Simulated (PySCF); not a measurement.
LDA on Ti+ (titanium, charge +1)

Configuration: [Ar] 3d2 4s1, high-spin 4F determinant. Computed with PySCF 2.14 in cc-pVDZ-DK, with the spin-free X2C one-electron Hamiltonian (Gaussian nucleus).

```
Total energy                        : -851.352 hartree
One-electron energy                 : -1162.432 hartree
Hartree (Coulomb) energy            : 351.139 hartree
Exchange-correlation energy         : -40.059 hartree
⟨S²⟩                                : 3.7501
⟨L²⟩                                : 12.001
Sum of ⟨r⟩                          : 17.21 bohr
Sum of ⟨r²⟩                         : 28.54 bohr²
Langevin diamagnetic susceptibility : -22.6 ×10⁻⁶ cm³/mol
Time after the integrals            : 0.37 s of wall time on 1 thread of Neoverse-V1 (shared host)
```

```tsv
shell	electrons	mean orbital energy (hartree)	rms radius, mean of both spins (bohr)
1s α	1	-178.58495	0.0805
1s β	1	-178.58282	0.0805
2s α	1	-19.95668	0.353
2s β	1	-19.93398	0.353
2p α	3	-16.59645	0.322
2p β	3	-16.57812	0.322
3s α	1	-2.58765	1.08
3s β	1	-2.52198	1.08
3p α	3	-1.72354	1.19
3p β	3	-1.65783	1.19
3d α	2	-0.46117	1.70
4s α	1	-0.40674	3.33
```

Densities and radii are taken from the X2C orbitals without a picture-change correction, which distorts them close to the nucleus.
